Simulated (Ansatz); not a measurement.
Relaxation of H₃NOSn (6 atoms, charge 0, multiplicity 1), to a largest force component of 0.015 eV/Å in at most 40 steps.

Computed with RKS revPBE/def2-SVP in Ansatz 0.2.0.

```xyz
6
Properties=species:S:1:pos:R:3:forces:R:3
N -0.988 -0.231 -0.905 -0.84 3.37 -1.49
Sn 0.281 -1.289 0.217 0.48 -3.59 0.24
O 1.565 -0.066 1.051 0.61 1.63 1.29
H -0.389 0.366 -1.606 -1.22 -0.89 1.23
H -1.472 0.505 -0.292 0.41 -0.65 -0.97
H 1.044 0.650 1.490 0.56 0.13 -0.31
```

Question: Where does it end, and by what steps?

Answer: It converged. After 14 steps the energy has fallen by 1.010 eV; H4 moved furthest, 1.00 Å.

```json
{"step": "0", "energy less start (eV)": "0.0000", "largest force component (eV/Å)": "3.589", "accepted": "yes"}
{"step": "1", "energy less start (eV)": "-0.4793", "largest force component (eV/Å)": "1.660", "accepted": "yes"}
{"step": "2", "energy less start (eV)": "-0.4510", "largest force component (eV/Å)": "2.845", "accepted": "no"}
{"step": "3", "energy less start (eV)": "-0.5453", "largest force component (eV/Å)": "1.764", "accepted": "yes"}
{"step": "4", "energy less start (eV)": "-0.6427", "largest force component (eV/Å)": "0.322", "accepted": "yes"}
{"step": "5", "energy less start (eV)": "-0.6935", "largest force component (eV/Å)": "0.652", "accepted": "yes"}
{"step": "6", "energy less start (eV)": "-0.7761", "largest force component (eV/Å)": "0.431", "accepted": "yes"}
{"step": "7", "energy less start (eV)": "-0.8774", "largest force component (eV/Å)": "0.445", "accepted": "yes"}
{"step": "8", "energy less start (eV)": "-0.9454", "largest force component (eV/Å)": "0.723", "accepted": "yes"}
{"step": "9", "energy less start (eV)": "-0.9647", "largest force component (eV/Å)": "1.317", "accepted": "yes"}
{"step": "10", "energy less start (eV)": "-1.0025", "largest force component (eV/Å)": "0.463", "accepted": "yes"}
{"step": "11", "energy less start (eV)": "-1.0084", "largest force component (eV/Å)": "0.145", "accepted": "yes"}
{"step": "12", "energy less start (eV)": "-1.0088", "largest force component (eV/Å)": "0.066", "accepted": "yes"}
{"step": "13", "energy less start (eV)": "-1.0051", "largest force component (eV/Å)": "0.051", "accepted": "no"}
{"step": "14", "energy less start (eV)": "-1.0102", "largest force component (eV/Å)": "0.006", "accepted": "yes"}
```

```xyz
6
Properties=species:S:1:pos:R:3
N -0.683 0.036 -0.843
Sn 0.713 -1.323 -0.126
O 1.321 -0.225 1.488
H -1.247 -0.134 -1.683
H -0.917 0.952 -0.444
H 0.854 0.630 1.562
```

Run time: 29 s on 1 CPU thread of a shared host.
